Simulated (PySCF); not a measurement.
Species: C6H12Si.
Atom-mapped SMILES: `[CH3:1][SiH2:2][C:3]1=[C:4]([CH3:5])[CH2:6][CH2:7]1`

NICS is the negative of the GIAO shielding at a point without a nucleus: at the ring centre (0) and 1 Å above and below it (1); zz is the component along the ring normal. Level: GIAO PBE0/pcSseg-1 (PySCF, non-relativistic, gas phase) on the GFN2-xTB geometry, one conformer.

Ring bond lengths (Å), with Mayer bond orders in brackets: C3–C4 1.343 (1.73), C4–C6 1.505 (1.07), C6–C7 1.547 (1.07), C7–C3 1.519 (1.04).

**Question.** Give the NICS values of each ring in ppm.

**Answer.** 
| ring | type | NICS(0) | NICS(1), two faces | NICS(1)zz, two faces | rms pucker (Å) | centre to ring atoms, mean (Å) |
| --- | --- | --- | --- | --- | --- | --- |
| C3–C4–C6–C7 | 4-membered carbocycle; formal bonds 1 double, 3 single | 3.0 | -2.3 / -2.2 | 0.9 / 1.2 | 0.00 | 1.05 |

**Question.** What can be read from them?

**Answer.** 
- C3–C4–C6–C7: mean NICS(1)zz 1.1 ppm, near zero. C6, C7 have four or more neighbours, so the value isn't read as a sign of a π ring current. NICS(0) lies 5 ppm above the mean NICS(1).

**Question.** What is the mean of the two in-plane components of NICS at the first NICS(1) probe listed for ring C3–C4–C6–C7, 1 Å off the ring?

**Answer.** The isotropic value is a third of the trace: (3 × -2.3 − (0.9))/2 = -3.9 ppm.

**Question.** List the ring angles and the Hirshfeld charges of the ring atoms.

**Answer.** 
- C3–C4–C6–C7: C3 92.9° (-0.114 e), C4 94.9° (+0.017 e), C6 85.8° (-0.076 e), C7 86.5° (-0.075 e); sum 360.0° against 360° for a flat convex ring.

**Question.** How shielded are the nuclei of the rings and their hydrogens (means over atoms taken as equivalent)?

**Answer.** 
```
       atoms                      environment  σ isotropic (ppm)
          C3  fully substituted alkene carbon               42.7
          C4  fully substituted alkene carbon               14.5
          C6                   allylic carbon              151.0
          C7                   allylic carbon              156.8
H on C6 (×2)               methylene hydrogen              29.13
H on C7 (×2)               methylene hydrogen              29.28
```

The values belong to the conformer `[CH3:1][SiH2:2][C:3]1=[C:4]([CH3:5])[CH2:6][CH2:7]1`: C1–Si2–C3–C4 164°.
